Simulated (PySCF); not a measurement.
Species: C6H10NOP.
Z-matrix (Å and degrees, PBE0-D3(BJ)/def2-SVP geometry), rows numbered from 1:
```
C 
C   1  1.4941
C   2  1.3506  1  124.82
O   3  1.3640  2  115.50  1   179.98
C   4  1.3379  3  111.79  2     0.46
N   5  1.3576  4  115.39  3   177.95
C   6  1.4380  5  117.01  4   175.23
C   6  1.4421  5  120.80  4    17.68
P   5  1.7469  4  115.21  3    -1.38
H   1  1.1003  2  111.37  3    -0.79
H   1  1.1016  2  111.28  3  -121.19
H   1  1.1016  2  111.27  3   119.61
H   3  1.0890  2  130.57  1     0.57
H   7  1.1018  6  109.72  5    45.87
H   7  1.1077  6  112.60  5   -74.18
H   7  1.0989  6  109.47  5   164.68
H   8  1.0962  6  109.99  5   -36.27
H   8  1.1075  6  112.43  5    84.42
H   8  1.0998  6  109.30  5  -155.28
```

NICS is the negative of the GIAO shielding at a point without a nucleus: at the ring centre (0) and 1 Å above and below it (1); zz is the component along the ring normal. Level: GIAO PBE0/pcSseg-1 (PySCF, non-relativistic, gas phase) on the PBE0-D3(BJ)/def2-SVP geometry, one conformer.

Ring bond lengths (Å), with Mayer bond orders in brackets: C2–C3 1.351 (1.66), C3–O4 1.364 (0.98), O4–C5 1.338 (1.05), C5–P9 1.747 (1.38), P9–C2 1.805 (1.07).

Q: Give the NICS values of each ring in ppm.

A: 
```csv
ring,type,NICS(0),"NICS(1), two faces","NICS(1)zz, two faces",rms pucker (Å),"centre to ring atoms, mean (Å)"
C2–C3–O4–C5–P9,5-membered ring with O and P; formal bonds all aromatic,-9.8,-8.2 / -8.5,-16.9 / -17.6,0.01,1.29
```

Q: What can be read from them?

A: 
- C2–C3–O4–C5–P9: mean NICS(1)zz -17.2 ppm, shielded.

Q: What does the geometric index give? HOMA takes Krygowski's 1993 parameters.

A: 
- C2–C3–O4–C5–P9: HOMA 0.12; the largest term is that of C3–O4, α(R − Ropt)² = 1.54.

Q: What is the mean of the two in-plane components of NICS at the second NICS(1) probe listed for ring C2–C3–O4–C5–P9, 1 Å off the ring?

A: The isotropic value is a third of the trace: (3 × -8.5 − (-17.6))/2 = -3.9 ppm.

Q: How do the values depend on the level or the medium?

A: 
```
                                 level  NICS(0), C2–C3–O4–C5–P9  mean NICS(1)zz, C2–C3–O4–C5–P9
                    PBE0/pcSseg-1, gas                     -9.8                           -17.2
                 wB97X-D/pcSseg-1, gas                     -9.6                           -17.1
    PBE0/pcSseg-1, IEF-PCM cyclohexane                     -9.7                           -17.0
PBE0/pcSseg-1, IEF-PCM tetrahydrofuran                     -9.5                           -16.6
```

The geometry is the same throughout; the continuum's cavity takes Bondi-type radii × 1.2.
